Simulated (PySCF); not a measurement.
# Spinor energies of Bi⁵¹⁺ (bismuth, charge +51)

Start: [Ar] 3d10 4s2 4p2; 4p1/2 filled at m_j = -1/2, +1/2. Calculated with PySCF 2.14 in an even-tempered Gaussian basis (16 s from 7.7 bohr⁻², ratio 2.8; 13 p from 10 bohr⁻², ratio 2.8; 8 d from 18 bohr⁻², ratio 2.8; 4 f from 42 bohr⁻², ratio 3): generalised Hartree-Fock with the X2C-1e Hamiltonian and a Gaussian nucleus; one run each with spin-orbit coupling (SO) switched off, then screened by Boettger's factors.

```csv
spinor shell,electrons,"ε, spin-free (eV)","ε, screened SO (eV)",weight of nominal j (screened SO),"rms radius, screened SO (bohr)"
1s1/2,2,-93858.5,-93808.9,1.000,0.0178
2s1/2,2,-19286.4,-19267.5,1.000,0.0717
2p1/2,2,-16922.8,-18607.5,1.000,0.0605
2p3/2,4,-16922.8,-16270.9,1.000,0.0689
3s1/2,2,-6685.6,-6676.6,1.000,0.181
3p1/2,2,-5993.6,-6390.0,1.000,0.172
3p3/2,4,-5993.6,-5831.9,1.000,0.188
3d3/2,4,-5315.4,-5380.4,1.000,0.163
3d5/2,6,-5315.4,-5261.4,1.000,0.167
4s1/2,2,-3182.0,-3178.8,1.000,0.377
4p1/2,2,-2950.9,-3070.4,1.000,0.365
```

```
   quantity     spin-free   screened SO
E (hartree)  -19561.34052  -19609.93621
        M_J             0             0
       ⟨J²⟩         2.001         0.000
       ⟨L²⟩         2.000         1.402
       ⟨S²⟩         2.000         1.402
```

Breit and QED terms are absent; they matter most for the inner s and p1/2 levels.

Densities and radii are taken from the X2C orbitals without a picture-change correction, which distorts them close to the nucleus.

Without spin-orbit coupling the j labels of p, d and f shells carry no meaning; the spin-free column gives the mean over the occupied spinors of each nl shell.
